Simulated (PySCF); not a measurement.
## Structure from NMR data

Molecular formula: C$_{5}$H$_{11}$BOS$_{2}$. Simulated spectra:

¹H NMR (400 MHz, computed): δ 6.44 (br, 1H), 5.17 (m, 1H), 3.29 (m, 1H), 2.94 (m, 1H), 2.91 (m, 1H), 1.40 (d, 3H), 1.21 (d, 3H).

¹³C{¹H} NMR (computed): δ 106.0 (CH), 81.0 (CH), 45.5 (CH2), 25.7 (CH3), 22.4 (CH3).

- PBE0-D3(BJ)/def2-SVP structure
- NMR shieldings at B3LYP/pcSseg-1/GIAO
- code: PySCF 2.14.0 with density-fitted response routines
- one conformer, relativity neglected, fast rotation and ring inversion assumed for equivalent nuclei, gas phase

Chemical shifts δ = σref − σ; ¹H (31.38 ppm), ¹³C (179.24 ppm) against TMS, all at this level.

Question: Propose a structure and justify it.

Answer: 
5 carbon signals for 5 carbons: no two carbons are equivalent. Carbon types of the structure: 2 × CH, 1 × CH2, 2 × CH3, leaving 1 H on heteroatoms. δC 106.0: sp3 CH bonded to O and S; the inductive effect lowers its shielding. δC 81.0: sp3 CH bonded to O; pulled downfield by the heteroatom. δC 25.7, 22.4: methyl carbon; saturated and bonded to C and H only. δH 6.44: hydrogen on a boron bonded to 2 S, in a 5-membered ring. δH 5.17: hydrogen on an sp3 CH bonded to O and S; its carbon carries O, an electronegative neighbour. δH 3.29: hydrogen on an sp3 CH bonded to O; its carbon carries O, which withdraws density. δH 1.40, 1.21: hydrogen on a methyl carbon.

These data were computed for SMILES CC(C)O[C@H]1CSBS1.

The shifts were computed for this structure.

Hydrogens on boron are broadened and split by ¹¹B (spin 3/2, 80 %) and 10B (spin 3). Shifts are as computed. Against solution values, carbons near 30 ppm lie about +2 ppm off and those near 130 ppm about +6 ppm. Of 1211 compounds with measured shifts, 218 miss one by over three times the rms of a fit or turn the order of signals round; such compounds aren't used in these exercises. No couplings were computed; multiplicities are counted from neighbouring protons, with m where these are inequivalent, close in shift, in a saturated or five-membered ring or joined by F or P, and br s for small geminal =CH2 splittings.
